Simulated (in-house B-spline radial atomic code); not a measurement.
Atomic self-consistent-field run: Zn IV (Zn3+). Computed with a radial B-spline atomic code at the basis-set limit: scalar-relativistic (X2C) BHandHLYP, spin-polarised, spherical fractional occupations, Fermi nucleus of rms radius 3.9283 fm.

Command:
```bash
python run_scf.py task.json out
```
Settings (nuclear radius in fm, mass in u):
```
Z                30
configuration    [Ar] 3d9
hamiltonian      x2c
method           bhandhlyp
spin_polarised   True
nucleus          fermi
rms_radius       3.9283
atomic_mass      63.92914
speed_of_light   137.035999084
```

Output (hartree, bohr):
```
 radial grid: 68 intervals, B-splines of order 8, outer radius 18.6486 bohr

 iter        energy (Eh)    residual
    1       -1783.175900    4.55e-01
    2       -1785.760132    5.96e-01
    3       -1793.115587    7.26e-02
    4       -1793.252738    1.55e-02
    5       -1793.256185    3.23e-03
    6       -1793.256256    1.58e-03
    7       -1793.256304    4.64e-04
    8       -1793.256309    2.34e-05
    9       -1793.256309    2.74e-06
   10       -1793.256309    1.15e-07

 total energy                     -1793.25631
 kinetic                            1826.4278
 electron-nucleus                  -4285.3396
 Hartree                             736.3974
 exact exchange                      -34.5498
 exchange-correlation                -36.1921

 orbital      occ     eigenvalue          <r>       <r^2>       <1/r>       r_max
 1s up      1.000      -355.3062    0.0499339  0.00336698     30.7636      0.0325
 1s down    1.000      -355.3060    0.0499336  0.00336694     30.7637      0.0325
 2s up      1.000       -45.5707     0.225517   0.0600724      6.6858       0.189
 2s down    1.000       -45.5324     0.225392    0.059998     6.68954       0.189
 2p up      3.000       -39.6467     0.198122   0.0481457     6.46928       0.152
 2p down    3.000       -39.6121      0.19796   0.0480542     6.47314       0.152
 3s up      1.000        -6.8801      0.67638    0.527634     2.11212       0.587
 3s down    1.000        -6.7985     0.677471    0.529451     2.10748      0.5873
 3p up      3.000        -5.0774     0.704921    0.584555     1.95199      0.5913
 3p down    3.000        -4.9845     0.707036     0.58835     1.94525      0.5918
 3d up      5.000        -2.1440     0.808787    0.829486     1.61118      0.5601
 3d down    4.000        -1.9786     0.828836    0.877003     1.58347      0.5652
```

Time taken, with all properties: 0.71 s on 1 thread of Arm Neoverse N1 (shared host).

Caution: exact exchange at fractional occupations of open shells leaves self-interaction of up to several eV.

One-electron X2C: radii and densities carry no picture-change correction, so inner-shell <1/r> comes out high (for 1s by about 2 % at Z = 33, 5 % at 54, 10 % at 75, 30 % at 118) and <r> low.
